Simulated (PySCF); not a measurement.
SMILES COC(=O)c1ccc(OC)s1, singlet, GFN2-xTB optimised geometry.

```
19

C     -2.56    -3.18    -0.01
O     -1.62    -2.12     0.00
C     -0.32    -2.47     0.00
O      0.06    -3.62    -0.01
C      0.55    -1.31     0.00
C      1.92    -1.31     0.00
C      2.48    -0.02     0.00
C      1.51     0.95     0.00
O      1.63     2.29     0.00
C      2.94     2.82    -0.01
S     -0.09     0.31     0.00
H     -2.32    -3.90     0.78
H     -2.54    -3.69    -0.97
H     -3.53    -2.73     0.17
H      2.49    -2.22     0.00
H      3.53     0.16     0.00
H      2.82     3.90    -0.01
H      3.49     2.51     0.89
H      3.49     2.50    -0.90
```

Density from B3LYP/def2-SVP (PySCF) at that geometry.

Minimum of the electron density along straight lines between bonded atoms, close to the bond critical point (lines longer than 1.1 times the sum of covalent radii, or with two minima, are not listed):

| bond | length / Å | ρ at the minimum / e bohr⁻³ | ∇²ρ there / e bohr⁻⁵ | position (fraction from the first atom) |
|---|---|---|---|---|
| C1–O2 | 1.418 | 0.246 | -0.30 | 0.34 |
| O2–C3 | 1.346 | 0.301 | -0.43 | 0.66 |
| C3–O4 | 1.208 | 0.416 | 0.20 | 0.33 |
| C3–C5 | 1.453 | 0.283 | -0.72 | 0.51 |
| C5–C6 | 1.369 | 0.320 | -0.81 | 0.51 |
| C6–C7 | 1.404 | 0.302 | -0.76 | 0.50 |
| C7–C8 | 1.370 | 0.319 | -0.81 | 0.47 |
| C8–O9 | 1.343 | 0.299 | -0.34 | 0.34 |
| O9–C10 | 1.413 | 0.250 | -0.31 | 0.66 |
| C5–S11 | 1.741 | 0.209 | -0.43 | 0.46 |
| C8–S11 | 1.732 | 0.216 | -0.51 | 0.50 |
| C1–H12 | 1.092 | 0.284 | -1.10 | 0.64 |
| C1–H13 | 1.092 | 0.283 | -1.09 | 0.64 |
| C1–H14 | 1.087 | 0.286 | -1.12 | 0.64 |
| C6–H15 | 1.075 | 0.287 | -1.13 | 0.64 |
| C7–H16 | 1.074 | 0.284 | -1.08 | 0.63 |
| C10–H17 | 1.088 | 0.286 | -1.13 | 0.64 |
| C10–H18 | 1.094 | 0.282 | -1.08 | 0.64 |
| C10–H19 | 1.094 | 0.282 | -1.08 | 0.64 |
